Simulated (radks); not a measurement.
The cobalt ion Co2+, configuration [Ar] 3d7. Calculated with a radial shooting solver on a logarithmic mesh with Libxc functionals: scalar-relativistic Kohn-Sham, exchange-only r2SCAN, spin-unpolarised, spherical densities, finite nucleus; meta-GGA in the generalised Kohn-Sham scheme; Fermi nuclear charge, rms radius 3.7875 fm.

Normalised radial functions P(r) = r R(r), r in bohr:

```
   r/bohr * 1s, o 3d (the largest magnitude, 3.78, reaches the edge; | marks zero, & curves that meet)
  0.00303 o           *
 0.003852 o              *
 0.004897 o                 *
 0.006275 o                     *
 0.007978 o                          *
  0.01014 o                               *
    0.013 o                                     *
  0.01652 o                                          *
    0.021 o                                                *
  0.02691 o                                                    *
  0.03421 o                                                      *
  0.04384 o                                                     *
  0.05574 o                                                 *
  0.07085 |o                                         *
   0.0908 |o                              *
   0.1154 | o                  *
   0.1467 |  o        *
    0.188 |   o*
    0.239 | *   o
   0.3039 *        o
   0.3894 *          o
    0.495 *            o
   0.6293 *             o
   0.8064 *             o
    1.025 *           o
    1.303 *         o
     1.67 *      o
    2.123 *    o
    2.699 *  o
    3.459 *o
```

1s: eigenvalue -7637.9 eV, 0 radial nodes, <r> = 0.0562 bohr, 90 % of the charge inside 0.100 bohr. 3d: eigenvalue -25.848 eV, 0 radial nodes, <r> = 1.02 bohr, 90 % of the charge inside 1.77 bohr.
